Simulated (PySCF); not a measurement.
Compound: Ge(NCO)2Me2, C₄H₆GeN₂O₂.
Structure used (PBE0-D3(BJ)/def2-SVP), in Å, numbered top down from 1:
```xyz
15
C4H6GeN2O2 angstrom
Ge    -0.1801    0.0100   -0.1344
N     -0.0581    0.1025    1.6833
C      0.3931    0.0017    2.7896
O      0.7947   -0.0778    3.8848
N      1.5311   -0.0521   -0.7697
C      2.7284   -0.0377   -0.6817
O      3.8969   -0.0293   -0.6484
C     -0.9913    1.6458   -0.7505
H     -1.0640    1.6451   -1.8470
H     -0.3779    2.5008   -0.4340
H     -1.9978    1.7512   -0.3214
C     -1.0511   -1.6430   -0.6117
H     -2.0692   -1.6658   -0.1978
H     -0.4824   -2.4933   -0.2111
H     -1.1050   -1.7340   -1.7060
```

Level of theory: PBE0-D3(BJ)/def2-SVP geometry optimisation, gas phase (PySCF).

Masses are those of the commonest isotopes; rigid-rotor values at the optimised geometry. The values belong to one conformer.

Task: What are A, B and C (MHz)?

Result: Ia = 449.99, Ib = 498.97, Ic = 770.35 u·Å²; 505379 MHz·u·Å²/I gives A = 1123, B = 1013, C = 656.0 MHz.

Task: What kind of rotor is it?

Result: An asymmetric top: κ = (2 × 1013 − 1123 − 656.0)/(1123 − 656.0) = 0.53.

Task: What does the inertial defect say?

Result: Not planar: Δ = Ic − Ia − Ib = -178.61 u·Å². For a rigid frame Δ = −2 Σ m c², so Σ m c² = 89.30 u·Å² lies off the ab plane: 24.19 from hydrogen and 65.11 from heavier atoms. The atom farthest from that plane is 2.51 Å away.

Task: Give the other two planar moments, Paa and Pbb, and the rms extents of the mass along the axes.

Result: Paa = Σ m a² = (Ib + Ic − Ia)/2 = 409.67 and Pbb = Σ m b² = (Ia + Ic − Ib)/2 = 360.68 u·Å². With the mass M = 187.96 u, the rms extents √(P/M) along a, b and c are 1.48, 1.39, 0.69 Å.

Task: List the rotational levels J(Ka,Kc) to J = 3 (cm⁻¹).

Result: Above 0(0,0):
J = 1: 1(0,1) 0.0557, 1(1,1) 0.0593, 1(1,0) 0.0712
J = 2: 2(0,2) 0.1581, 2(1,2) 0.1588, 2(1,1) 0.1945, 2(2,1) 0.2055, 2(2,0) 0.2145
J = 3: 3(0,3) 0.3033, 3(1,3) 0.3034, 3(1,2) 0.3690, 3(2,2) 0.3725, 3(2,1) 0.4032, 3(3,1) 0.4252, 3(3,0) 0.4310
The levels of one J sum to (2J + 1)J(J + 1)(A + B + C)/3.

Task: Which types of transition are allowed, and where do some lines up to J = 3 fall?

Result: The dipole components are |μa| = 0.16 D, |μb| = 4.59 D, |μc| = 0.10 D. Intensities carry the squares of the components, which stand as 0.00 : 1.00 : 0.00 (a : b : c). Some lines, for components of 0.1 D or more:

| type | branch | J(Ka,Kc) | MHz | lower level (cm⁻¹) |
| --- | --- | --- | --- | --- |
| a | Q | 2(1,1) ← 2(1,2) | 1070 | 0.159 |
| b | Q | 2(1,1) ← 2(0,2) | 1092 | 0.158 |
| b | Q | 3(3,1) ← 3(2,2) | 1579 | 0.373 |
| a | R | 1(0,1) ← 0(0,0) | 1669 | 0.000 |
| b | R | 1(1,1) ← 0(0,0) | 1779 | 0.000 |
| b | Q | 3(2,2) ← 3(1,3) | 2072 | 0.303 |
| b | R | 2(2,1) ← 1(1,0) | 4025 | 0.071 |
| b | R | 3(0,3) ← 2(1,2) | 4333 | 0.159 |
| b | R | 3(1,3) ← 2(0,2) | 4357 | 0.158 |
| b | R | 2(2,0) ← 1(1,1) | 4651 | 0.059 |
| b | R | 3(1,2) ← 2(2,1) | 4903 | 0.206 |
| a | R | 3(2,1) ← 2(2,0) | 5659 | 0.214 |
| b | R | 3(3,0) ← 2(2,1) | 6758 | 0.206 |

Stationary, but not proved a minimum. No vibrational averaging or centrifugal distortion is included, and the geometry carries the error of its method. A rigid rotor knows nothing of internal rotation, which can split or shift real lines. Quadrupole hyperfine structure (14N) is left out.

The run took 8.7 min on one thread, Intel Xeon at 2.50 GHz (x86_64), no GPU, shared host with 64 logical CPUs at a one-minute load of 56, and the process peaked at 0.73 GiB of memory. That covers the optimisation of the geometry.
